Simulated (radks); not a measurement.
Cu24+, configuration [He] 2s2 2p1. All-electron calculation, scalar-relativistic Kohn-Sham, PBE, spin-unpolarised, spherical densities, point nucleus. Program: a radial shooting solver on a logarithmic mesh with Libxc functionals. Some entries of the table are withheld. Estimate them.

orbital  occ.  eigenvalue (eV)  <r> (bohr)
1s          2        -10409.64     0.05187
2s          2        -2321.302      0.2175
2p          1              (1)         (2)
3s          0              (3)      0.5076
3p          0        -945.0722      0.4824

Answer. 
(1) 2p eigenvalue (eV): -2228.591
(2) 2p <r> (bohr): 0.1866
(3) 3s eigenvalue (eV): -973.9528
